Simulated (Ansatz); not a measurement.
Isolated molecules relaxed with PBE0-D4/def2-TZVP in Ansatz; ΔE leaves out vibrations. CBS: MP2 limit from def2 TZ/QZ plus the TZ coupled-cluster correction, frozen cores. This one scheme is used for every species. DFT in def2-TZVPP. For Ge outer-core shells are correlated without core-valence functions, which leaves a few kJ/mol of doubt a bond. Scalar relativity is left out up to krypton. Each species was taken in one conformer, which may not be the lowest.

Reaction (cleavage of the Si–Si bond): `F[SiH](F)[SiH3]` + `[NH2][GeH3]` → `F[SiH](F)[NH][GeH3]` + SiH₄

CCSD(T)/CBS gives -105.8 kJ/mol.

Another level gave -99.4 kJ/mol. Which?
A. r2SCAN-D4/def2-TZVPP
B. PBE/def2-TZVPP
C. PBE0-D4/def2-TZVPP
D. CCSD(T)/def2-TZVPP

A. r2SCAN-D4 -99.4, CCSD(T)/def2-TZVPP -108.0, PBE0-D4 -91.5, PBE -79.2 kJ/mol.

Largest T1 diagnostic among the species: 0.013.

The D4 term adds −4.7 kJ/mol with B3LYP and −2.5 kJ/mol with PBE0; it sums over pairs of atoms, weighted by their polarisabilities, and B3LYP, whose exchange is more repulsive, gets the larger term. In def2-TZVPP, CCSD(T) changes the Hartree–Fock value by +11.2 kJ/mol (the triples alone add +1.6 kJ/mol) and MP2 by +4.2 kJ/mol. From PBE to PBE0 (25 % exact exchange), in def2-TZVPP and without D4, ΔE moves by −9.7 kJ/mol.

B3LYP here is the variant with VWN-RPA as its local correlation; programs differ in this.
